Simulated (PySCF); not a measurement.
Which determinant of GeB lies lowest?

Unrestricted PBE0; PySCF, scalar-relativistic core potentials, basis sets Ge aug-cc-pVDZ-PP with ECP10, B aug-cc-pVDZ. Outer shells of the fragments: Ge 3d10 4s2 4p2; B 2s2 2p1.

Followed along the bond (rough minima from three points):

```json
{"2Ms+1": "4", "unpaired": "σ ↑, π ↑↑", "⟨S²⟩ at the start": "3.75", "R at minimum (Å)": "1.99", "Te (eV)": "0.00"}
{"2Ms+1": "2", "unpaired": "σ ↓, π ↑↑", "⟨S²⟩ at the start": "1.77", "R at minimum (Å)": "2.00", "Te (eV)": "0.33"}
{"2Ms+1": "2", "unpaired": "σ ↑, π ↑↓", "⟨S²⟩ at the start": "1.76", "R at minimum (Å)": "2.00", "Te (eV)": "0.39"}
{"2Ms+1": "2", "unpaired": "σ ↑", "⟨S²⟩ at the start": "0.77", "R at minimum (Å)": "2.02", "Te (eV)": "1.08"}
{"2Ms+1": "2", "unpaired": "π ↑", "⟨S²⟩ at the start": "0.76", "R at minimum (Å)": "none in the scan", "Te (eV)": "≤ 1.18"}
```

Solutions found at the starting distance of 1.975 Å, counted from the lowest of them; the search is not exhaustive and high or unbound solutions are not listed, so other states can lie among these:

```
2Ms+1   unpaired   term  E (eV)  ⟨S²⟩  ⟨Lz²⟩  μ (D)
    4  σ ↑, π ↑↑    ⁴Σ⁻    0.00  3.75   0.00  -0.88
    2  σ ↓, π ↑↑  mixed    0.34  1.77   0.00  -0.92
    2  σ ↑, π ↑↓  mixed    0.40  1.76   2.01  -0.92
    2        σ ↑  mixed    1.10  0.77   2.00  -0.87
    2        π ↑     ²Π    1.20  0.76   1.00  -0.76
    2        π ↑     ²Π    1.76  0.75   1.00  -2.67
    4      π ↑↑↑     ⁴Π    2.93  3.82   1.01  -0.06
    4  σ ↑, π ↑↑  mixed    3.02  3.76   2.01  -0.52
```

A term symbol is given only where ⟨S²⟩ and ⟨Lz²⟩ are close to those of a pure state; real π, δ and φ orbitals otherwise mix terms. A positive dipole means Ge(−)B(+).

Spin–orbit coupling is left out.
